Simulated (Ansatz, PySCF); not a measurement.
hydrogen selenide cation (H2Se), SMILES [SeH2] (connectivity only; charge and spin as stated), charge +1, multiplicity 2. Atoms are numbered in the order given.

```xyz
3

Se     0.0000     0.0000    -0.0805
H      0.0000    -1.0670     0.9576
H      0.0000     1.0670     0.9576
```
Charge +1, spin multiplicity 2.

The structure is a stationary point at B3LYP-D3(BJ)/def2-TZVPD. The multiplicity is an assumed one; other spin states were not compared.

Two levels are set side by side: PBE-D3(BJ)/def2-TZVPD (Ansatz, a first-principles code) and B3LYP-D3(BJ)/def2-TZVPD (Ansatz). Each level has its own optimised geometry; the coordinates shown are those of the second. Frequencies come from the Hessian of PySCF at each geometry. Differences are taken from unrounded values.

```csv
quantity,B3LYP-D3(BJ)
mean bond length (Å),1.489
bond Se1–H2 (Å),1.489
bond Se1–H3 (Å),1.489
highest harmonic wavenumber (cm⁻¹),2339
mean harmonic wavenumber (cm⁻¹),1906
zero-point energy (kcal/mol),8.18
```

### Question
What does PBE-D3(BJ) give, and how far is it from B3LYP-D3(BJ)? (Estimate from the structure and the level; the computed values follow.)

### Answer

```tsv
quantity	PBE-D3(BJ)	PBE-D3(BJ) minus B3LYP-D3(BJ)
mean bond length (Å)	1.500	0.011
bond Se1–H2 (Å)	1.500	0.011
bond Se1–H3 (Å)	1.500	0.011
highest harmonic wavenumber (cm⁻¹)	2284	-56
mean harmonic wavenumber (cm⁻¹)	1856	-50
zero-point energy (kcal/mol)	7.96	-0.21
```

Exact exchange shortens and stiffens bonds; PBE has none. Differences between two approximate levels are no errors against the true value.
